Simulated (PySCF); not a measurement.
## How methods differ on the ionisation energy of Pr(37+)

Pr(37+) [Ar] 3d4 (5D) → Pr(38+) [Ar] 3d3 (4F), as a difference of total energies. All numbers are calculated (PySCF 2.14, scalar relativity by spin-free X2C-1e, in an uncontracted even-tempered set (18 s from 6.6 bohr⁻², ratio 2.5; 12 p from 8.6 bohr⁻², ratio 2.5; 7 d from 8.6 bohr⁻², ratio 2.5; 4 f from 32 bohr⁻², ratio 2.7; 3 g from 48 bohr⁻², ratio 2.7)). Correlated levels: outer shells: [Ne] frozen; virtual orbitals above 40 to 60 times the deepest correlated orbital energy dropped. The calculations carry no spin-orbit coupling.

```
                method  ionisation energy (eV)
                   UHF                  2620.3
                   LDA                  2620.0
                   PBE                  2619.0
                  PBE0                  2619.8
                r2SCAN                  2619.0
                revPBE                  2619.0
                  PW91                  2619.4
    MP2 (outer shells)                  2620.7
SCS-MP2 (outer shells)                  2620.2
```

Spin-orbit coupling is strong in these open shells (close to jj coupling). The scalar numbers leave it out and a first-order estimate fails, so it can dominate the gap to the real levels.

Breit and QED terms and the two-electron picture change are absent.

For comparison: 2628 ± 4 eV (theoretical estimate listed by NIST; NIST Atomic Spectra Database, ionization energies).
